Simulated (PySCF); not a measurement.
# TcN₂, doublet: molecular constants

All numbers come from UPBE0/[Tc def2-TZVP with ECP28, N def2-TZVP], scalar-relativistic core potentials, density fitting, no spin–orbit coupling, PySCF.

The structure is a minimum.

Z-matrix (Å, degrees; charge 0 multiplicity 2):
```
Tc
N  1 1.6405
N  1 1.6405 2 104.48
```

```json
{"Point group": "C2v", "Bond lengths": "Tc–N 1.640 Å (×2)", "Bond angles": "N–Tc–N 104.5°", "Rotational symmetry number": "2", "Heat capacity Cp at 298.15 K": "41.4 J/(mol K)", "Dipole moment": "4.49 D", "Enthalpy at 298.15 K above 0 K": "10.69 kJ/mol", "Rotational constants": "0.7654, 0.3578, 0.2438 cm⁻¹", "Principal quadrupole moments (Buckingham, traceless) about the centre of mass": "-6.16, 2.05, 4.11 D Å", "Highest occupied level (α)": "-6.47 eV", "Entropy at 298.15 K and 1 bar (electronic part: spin only)": "267.8 J/(mol K)", "Principal polarisabilities": "57.9, 59.1, 61.6 bohr³", "Zero-point energy": "15.4 kJ/mol", "Lowest empty level (α)": "-3.58 eV", "Spin squared ⟨S²⟩": "0.776", "Atomisation energy without zero-point energy": "832 kJ/mol"}
```

Harmonic modes (masses in u: Tc 98.907, N 14.003):
| symmetry | ω (cm⁻¹) | IR (km/mol) | μ (u) | type |
| --- | --- | --- | --- | --- |
| a1 | 492 | 3.6 | 15.40 | bend |
| b2 | 983 | 128 | 16.08 | stretch |
| a1 | 1106 | 41.8 | 15.54 | stretch |

In C2v the vibrations span 2a1 + b2. Here b1 is antisymmetric to the molecular plane and b2 lies in it.

Charges (e):
| atom | Mulliken | Löwdin | polar tensor | spin (Mulliken) | Mayer order to Tc1 |
| --- | --- | --- | --- | --- | --- |
| Tc1 | 0.94 | 0.52 | 1.04 | 1.11 | – |
| N2,3 | -0.47 | -0.26 | -0.52 | -0.05 | 2.60 |

Mulliken populations on Tc1 (electrons outside its core potential): s 2.46, p 6.14, d 5.42, f 0.04.

Formally Tc is in oxidation state +6, d1, with 1 unpaired electron. The Mulliken spin on Tc is 1.11. The polar-tensor charge on Tc, 1.04, is far below the formal one.

This need not be the most stable arrangement of these atoms. Other spin states or occupations of the open shell can lie lower.

The final relaxation and frequency run took 39 s on 2 threads of a shared Arm Neoverse V1 host, with 102 basis functions and 9 gradients; the process peaked at 0.93 GiB. Launch command: `OMP_NUM_THREADS=2 python axn.py task.json out`.
